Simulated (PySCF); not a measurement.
**Bonding in `[SiH3][Si]([SiH3])(P)CCl`**

Compound: CH₁₀ClPSi₃.
Atom-mapped SMILES: `[SiH3:1][Si:2]([SiH3:3])([PH2:4])[CH2:5][Cl:6]` (hydrogens: H7, H8, H9 on Si1; H10, H11, H12 on Si3; H13, H14 on P4; H15, H16 on C5)

Structure used (PBE0-D3(BJ)/def2-SVP), in Å, numbered top down from 1:
```xyz
16
CH10ClPSi3 angstrom
Si     1.681    1.069    1.081
Si     0.038    0.090   -0.275
Si    -1.774   -0.692    0.986
P     -0.589    1.602   -1.859
C      0.836   -1.379   -1.187
Cl     1.435   -2.541    0.038
H      1.909    0.250    2.308
H      1.233    2.436    1.490
H      2.962    1.192    0.318
H     -2.667   -1.510    0.106
H     -1.340   -1.519    2.152
H     -2.549    0.485    1.488
H     -1.144    2.500   -0.897
H     -1.845    0.976   -2.135
H      0.121   -1.909   -1.833
H      1.690   -1.059   -1.803
```

Bond orders from the PBE0/pcSseg-1 density (PySCF). Geometry: PBE0-D3(BJ)/def2-SVP, one conformer, isolated molecule.

(1) Where do the orders between heavy atoms depart from those drawn in the SMILES?

(2) Set the Mayer orders of the bonds beside their lengths.

(3) Sum the orders of all bonds at each heavy atom with more than one neighbour and set the sums beside the valence in the SMILES.

Results:

(1) The largest departure is 0.146, at Si2–C5 (drawn single, 0.854). Drawn single, order below 0.88: Si1–Si2 (0.868), Si2–Si3 (0.860) and Si2–C5 (0.854).

(2) 
```
   bond  drawn as  length (Å)  Mayer order
Si1–Si2    single       2.345        0.868
Si2–Si3    single       2.342        0.860
 Si2–P4    single       2.278        0.994
 Si2–C5    single       1.904        0.854
 C5–Cl6    single       1.793        0.961
 Si1–H7    single       1.493        0.932
 Si1–H8    single       1.496        0.926
 Si1–H9    single       1.496        0.930
Si3–H10    single       1.497        0.927
Si3–H11    single       1.494        0.925
Si3–H12    single       1.496        0.926
 P4–H13    single       1.429        0.921
 P4–H14    single       1.430        0.922
 C5–H15    single       1.100        0.930
 C5–H16    single       1.100        0.928
```

(3) Si1 3.656 (drawn 4), Si2 3.576 (drawn 4), Si3 3.638 (drawn 4), P4 2.837 (drawn 3), C5 3.673 (drawn 4). Orders between atoms that aren't bonded are not in these sums.

The Mayer order sums products of elements of PS (density times overlap matrix) between the two atoms' basis functions, so it depends on the basis set.
